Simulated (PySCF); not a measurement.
Bond curve of InBi

Set-up: In def2-SVP with ECP28, Bi def2-SVP with ECP60; scalar-relativistic core potentials (PySCF 2.14). Energies in eV from In + Bi in their ground configurations at the same level. State: ³Σ⁻ (triplet), unpaired electrons π ↑↑.

```
R (Å)  UHF-CCSD(T)
2.732       -0.862
2.853       -1.069
2.944       -1.147
3.035       -1.177
3.126       -1.170
3.248       -1.120
3.399       -1.014
3.581       -0.853
```

Put a parabola through the three lowest points of the UHF-CCSD(T) curve and estimate Re, k and ωe (reduced mass 74.14 u; 1 eV/Å² = 0.16022 mdyn/Å; ωe = 1302.8·√(k/μ) cm⁻¹).

Through R = 2.944, 3.035, 3.126 Å the second-order coefficient is 2.23 eV/Å², so Re ≈ 3.063 Å, k ≈ 0.716 mdyn/Å and ωe ≈ 128 cm⁻¹. A polynomial fit of higher order to the unrounded UHF-CCSD(T) energies gives Re = 3.060 Å, k = 0.646 mdyn/Å, ωe = 122 cm⁻¹; anharmonicity and rounding make the difference.

The higher-order fit for each curve: UHF-CCSD(T): Re = 3.060 Å, ωe = 122 cm⁻¹, De = 1.18 eV.

Correlated steps freeze 8 core orbitals. Correlated levels converge slowly with the basis: in double zeta they bind strong bonds too weakly, by up to about 1 eV, and carry superposition errors of some tenths. These are scalar-relativistic numbers at best; spin–orbit coupling would shift them, the dissociation energy most. The state was picked by a PBE0 search and need not be the measured ground state.
